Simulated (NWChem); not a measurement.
System: BAsH4; SMILES [AsH2]B

Input file for NWChem:

```
start job
memory heap 200 mb stack 900 mb global 1100 mb
geometry units angstroms noautoz
  B      0.006921     1.661155     0.000000
  As     0.005689    -0.321521     0.000000
  H      0.961989    -0.598723    -1.140667
  H      0.961989    -0.598723     1.140667
  H     -0.076904     2.254665     1.047250
  H     -0.076904     2.254665    -1.047250
end
basis spherical
  * library def2-tzvp
end
dft
  xc r2scan
  iterations 150
  mulliken
end
task dft energy
```

Structure relaxed at the PBE0/def2-SVP level.

### Question
Predict the main results of this run. (r2SCAN/def2-TZVP.) Quantities: energy (Ha); highest occupied level (eV); orbital gap (eV); dipole (D).

### Answer
The energy (Ha) is -2263.07 and the highest occupied level (eV) comes out as -6.64. The orbital gap (eV) is 4.07 and the dipole (D) comes out as 0.50.
